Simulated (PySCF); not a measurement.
Relaxation of singlet ClCeN

Computed with B3LYP in PySCF with Ce def2-SVP with ECP28, N def2-SVP, Cl def2-SVP; scalar-relativistic core potentials, no spin–orbit coupling; density-fitted integrals. A (50,194) grid was used.

A hand-made linear start, of C∞v symmetry, held to at least that symmetry:

```xyz
3
charge 0 multiplicity 1, angstrom
Ce    0.0000    0.0000   -0.3390
N     0.0000    0.0000   -2.3090
Cl    0.0000    0.0000    2.2810
```

Optimiser trace:
| step | E − E(last) (kJ/mol) | largest gradient (Eh/bohr) |
| --- | --- | --- |
| 0 | 118.52 | 0.14348 |
| 1 | 15.04 | 0.06780 |
| 2 | 14.98 | 0.08846 |
| 3 | 0.50 | 0.01390 |
| 4 | 0.02 | 0.00264 |
| 5 | 0.00 | 0.00012 |
| 6 | 0.00 | 0.00005 |

It ends at C∞v with Ce–Cl 2.644 Å, Ce–N 1.701 Å; Cl–Ce–N 180.0° (after a last refinement on a finer grid). A frequency run shows 2 imaginary modes (one degenerate set), down to 90i cm⁻¹, so it is a higher-order saddle point. Other isomers or separated fragments may lie lower.

Final geometry:
Coordinates in bohr (charge 0 multiplicity 1):
```
Ce    0.0000    0.0000   -0.6868
N     0.0000    0.0000   -3.9010
Cl    0.0000    0.0000    4.3105
```

Stability towards spin polarisation was not tested.

The relaxation took about 60 core-seconds on a shared host.
